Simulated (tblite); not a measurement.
C6H15BGe.
Atom-mapped SMILES: `[CH3:1][B:2]([CH3:3])[C@H:4]1[CH2:5][CH2:6][CH2:7][GeH2:8]1` (hydrogens: H9, H10, H11 on C1; H12, H13, H14 on C3; H15 on C4; H16, H17 on C5; H18, H19 on C6; H20, H21 on C7; H22, H23 on Ge8)

Computed with GFN2-xTB (tblite), gas phase: L-BFGS steps from a force-field or distance-geometry start until the largest atomic force falls under 0.01 eV/Å.

Step 36: E = -643.0047 eV
```
atom  x, y, z in Å  |  force x, y, z in eV/Å
C1     -1.9579   -1.5266    0.0307    0.007   0.000   0.004
B2     -1.5529   -0.0056   -0.1119    0.014  -0.003   0.015
C3     -2.6580    1.0407   -0.5371    0.027  -0.021  -0.006
C4     -0.0959    0.4789    0.1646   -0.003   0.005  -0.035
C5      0.7272   -0.1940    1.2676   -0.031  -0.018  -0.023
C6      2.1771    0.2812    1.1745   -0.024   0.025   0.024
C7      2.7176    0.0447   -0.2384   -0.025   0.001   0.035
Ge8     1.1121    0.2071   -1.4155   -0.027   0.030   0.081
H9     -1.2140   -2.2005   -0.3934    0.058   0.024   0.026
H10    -2.0455   -1.7866    1.0858    0.026  -0.019   0.007
H11    -2.9131   -1.7657   -0.4311   -0.013   0.024  -0.004
H12    -3.5057    0.9917    0.1471    0.020   0.029  -0.022
H13    -3.0602    0.8078   -1.5225    0.006   0.004  -0.005
H14    -2.3041    2.0698   -0.5578   -0.036  -0.006  -0.019
H15    -0.0587    1.5632    0.3300   -0.024  -0.014   0.034
H16     0.6943   -1.2779    1.1460   -0.002  -0.039   0.008
H17     0.3137    0.0511    2.2489    0.005  -0.033  -0.002
H18     2.1990    1.3491    1.3998    0.022   0.051  -0.020
H19     2.7936   -0.2239    1.9214    0.010  -0.007  -0.020
H20     3.5040    0.7611   -0.4738   -0.003  -0.058  -0.032
H21     3.1467   -0.9546   -0.3180   -0.027   0.008  -0.026
H22     1.1114    1.3553   -2.3982    0.029  -0.004  -0.023
H23     0.8644   -1.0391   -2.2355   -0.009   0.021   0.005
```

Step 37: E = -643.0057 eV
```
atom  x, y, z in Å  |  force x, y, z in eV/Å
C1     -1.9575   -1.5271    0.0295    0.009  -0.007   0.009
B2     -1.5526   -0.0071   -0.1123    0.034   0.007   0.010
C3     -2.6560    1.0382   -0.5397    0.003   0.007  -0.013
C4     -0.0965    0.4791    0.1657    0.011  -0.005  -0.005
C5      0.7273   -0.1936    1.2695   -0.020  -0.014  -0.025
C6      2.1775    0.2828    1.1748   -0.013   0.007   0.032
C7      2.7157    0.0432   -0.2389    0.002   0.009   0.048
Ge8     1.1119    0.2084   -1.4150   -0.062   0.044   0.091
H9     -1.2127   -2.2005   -0.3935    0.050   0.019   0.017
H10    -2.0436   -1.7867    1.0848    0.015  -0.023   0.011
H11    -2.9133   -1.7646   -0.4324   -0.002   0.014   0.002
H12    -3.5032    0.9921    0.1447    0.007   0.019  -0.013
H13    -3.0597    0.8070   -1.5247    0.007  -0.008  -0.009
H14    -2.3030    2.0673   -0.5609   -0.020   0.007  -0.020
H15    -0.0612    1.5632    0.3346   -0.022  -0.021   0.021
H16     0.6940   -1.2785    1.1506    0.006  -0.010   0.000
H17     0.3159    0.0519    2.2517   -0.001  -0.027  -0.012
H18     2.2022    1.3524    1.3988    0.010   0.000  -0.026
H19     2.7952   -0.2241    1.9210   -0.009   0.018  -0.038
H20     3.5046    0.7564   -0.4749   -0.001  -0.042  -0.036
H21     3.1442   -0.9561   -0.3188   -0.036  -0.005  -0.019
H22     1.1083    1.3580   -2.3956    0.034  -0.001  -0.024
H23     0.8576   -1.0349   -2.2358   -0.003   0.011   0.000
```

Step 38: E = -643.0066 eV
```
atom  x, y, z in Å  |  force x, y, z in eV/Å
C1     -1.9568   -1.5276    0.0286    0.014  -0.010   0.013
B2     -1.5516   -0.0082   -0.1129    0.033   0.012   0.004
C3     -2.6539    1.0361   -0.5424   -0.017   0.029  -0.017
C4     -0.0968    0.4795    0.1666    0.011  -0.011   0.034
C5      0.7270   -0.1935    1.2707    0.000  -0.008  -0.013
C6      2.1774    0.2845    1.1754    0.000  -0.009   0.024
C7      2.7140    0.0420   -0.2384    0.017   0.010   0.038
Ge8     1.1108    0.2104   -1.4130   -0.070   0.045   0.061
H9     -1.2104   -2.2003   -0.3930    0.036   0.016   0.008
H10    -2.0412   -1.7866    1.0841    0.004  -0.025   0.011
H11    -2.9134   -1.7634   -0.4333    0.016   0.003   0.009
H12    -3.5005    0.9924    0.1425   -0.006   0.008  -0.004
H13    -3.0592    0.8064   -1.5269    0.009  -0.020  -0.012
H14    -2.3024    2.0653   -0.5640   -0.002   0.019  -0.022
H15    -0.0639    1.5629    0.3393   -0.019  -0.019   0.012
H16     0.6939   -1.2794    1.1541    0.014   0.014  -0.011
H17     0.3176    0.0515    2.2539   -0.011  -0.019  -0.016
H18     2.2050    1.3555    1.3974   -0.005  -0.040  -0.025
H19     2.7965   -0.2237    1.9202   -0.019   0.034  -0.038
H20     3.5052    0.7513   -0.4766    0.002  -0.022  -0.034
H21     3.1413   -0.9576   -0.3198   -0.044  -0.018  -0.008
H22     1.1062    1.3604   -2.3939    0.036  -0.003  -0.018
H23     0.8507   -1.0309   -2.2356    0.002   0.013   0.004
```

**Question.** Estimate the geometry and energy of step 39. (The exact step hangs on the optimiser's Hessian estimate; all steps are aligned on step 38, rigid shifts and turns removed.)

**Answer.** E = -643.0075 eV, largest force 0.065 eV/Å
```
atom  x, y, z in Å  |  force x, y, z in eV/Å
C1     -1.9557   -1.5283    0.0279    0.019  -0.005   0.017
B2     -1.5501   -0.0092   -0.1136    0.012   0.014   0.000
C3     -2.6520    1.0345   -0.5454   -0.024   0.038  -0.016
C4     -0.0970    0.4797    0.1684   -0.003  -0.010   0.064
C5      0.7269   -0.1934    1.2720    0.019  -0.004   0.006
C6      2.1773    0.2859    1.1762    0.011  -0.020   0.004
C7      2.7126    0.0408   -0.2373    0.015   0.005   0.006
Ge8     1.1082    0.2133   -1.4099   -0.053   0.035   0.011
H9     -1.2077   -2.2001   -0.3927    0.020   0.014   0.001
H10    -2.0389   -1.7869    1.0837   -0.004  -0.026   0.007
H11    -2.9131   -1.7622   -0.4341    0.035  -0.008   0.015
H12    -3.4979    0.9927    0.1402   -0.014   0.000  -0.001
H13    -3.0586    0.8052   -1.5295    0.011  -0.027  -0.011
H14    -2.3016    2.0638   -0.5677    0.010   0.027  -0.024
H15    -0.0670    1.5624    0.3442   -0.014  -0.009   0.008
H16     0.6940   -1.2799    1.1577    0.020   0.027  -0.022
H17     0.3191    0.0511    2.2559   -0.020  -0.011  -0.015
H18     2.2079    1.3577    1.3955   -0.021  -0.057  -0.018
H19     2.7975   -0.2228    1.9190   -0.016   0.034  -0.017
H20     3.5059    0.7460   -0.4790    0.005  -0.004  -0.026
H21     3.1374   -0.9596   -0.3208   -0.051  -0.027   0.004
H22     1.1044    1.3631   -2.3922    0.035  -0.007  -0.008
H23     0.8436   -1.0267   -2.2352    0.007   0.023   0.015
```

The energy changes by -0.0009 eV. The first-order estimate −F·Δx gives -0.0012 eV and the mean of the old and new forces, exact on a quadratic surface, -0.0009 eV. The step makes an angle of 69° with the force vector and moves no atom by more than 0.008 Å.

What follows is the cost of the whole relaxation. On Arm Neoverse V1, one thread, no GPU, shared host, this took 0.97 s.
